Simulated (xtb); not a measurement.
V(O)(OH)3 (H3O4V), SMILES [O]=[V]([OH])([OH])[OH], multiplicity 1. All values are semi-empirical tight-binding results from xtb (GFN2-xTB unless named), good for trends rather than for accurate numbers. Geometry: GFN2-xTB. The multiplicity is an assumed one; other spin states were not compared. One conformer was computed; it need not be the lowest.

For metal compounds this method's bond lengths and energies can be far off.

```
Property                                       Value
-------------------------------------  -------------
point group as xtb finds it                      C3v
orbital gap                                  4.86 eV
zero-point energy                      24.9 kcal/mol
G − E(el) at 298.15 K (modified RRHO)   6.3 kcal/mol
```
